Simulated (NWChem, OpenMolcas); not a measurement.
**The same job for OpenMolcas**

This NWChem 7.3.0 job computes TiH4 (SMILES [H][Ti]([H])([H])[H]):

geom.nw:
```
start geom
memory 2200 mb

geometry units angstrom noautosym nocenter noautoz
   Ti      -0.000010      -0.000210      -0.000150
   H        0.010960      -0.016820       1.730970
   H        1.628940       0.010440      -0.586290
   H       -0.824250       1.416520      -0.557510
   H       -0.815640      -1.409940      -0.587010
end

basis "ao basis" spherical bse
   * library def2-SVP
end

scf
   thresh 1e-08
   maxiter 80
   noprint "final vectors analysis"
end

task scf gradient
```

```bash
$ nwchem geom.nw > geom.out
```

The shape comes from GFN2-xTB, which is rough for such elements, and wasn't checked as a minimum.

It gives a total energy of -850.472644 Eh.

Problem. Translate the job to OpenMolcas 26.06 as an input file of the program's own.

Solution. One way, which was run:

calc.input:
```
* H4Ti Hartree-Fock
>>> EXPORT MOLCAS_PRINT=2

&gateway
 baslib=$CurrDir
 coord
 5
 angstrom
 Ti      -0.000010      -0.000210      -0.000150
 H        0.010960      -0.016820       1.730970
 H        1.628940       0.010440      -0.586290
 H       -0.824250       1.416520      -0.557510
 H       -0.815640      -1.409940      -0.587010
 basis=def2-SVP
 group=NoSym

&seward

&scf
 thresholds=1e-10 1e-07 1e-07 1e-05
 prorbitals=0

&alaska
```

```bash
$ export MOLCAS_MEM=1860
$ pymolcas calc.input > calc.log
```

(Basis files named in the input come from the Basis Set Exchange and aren't shown.)

Its energy is -850.472644 Eh, the same as the first but for the last digit, at most.
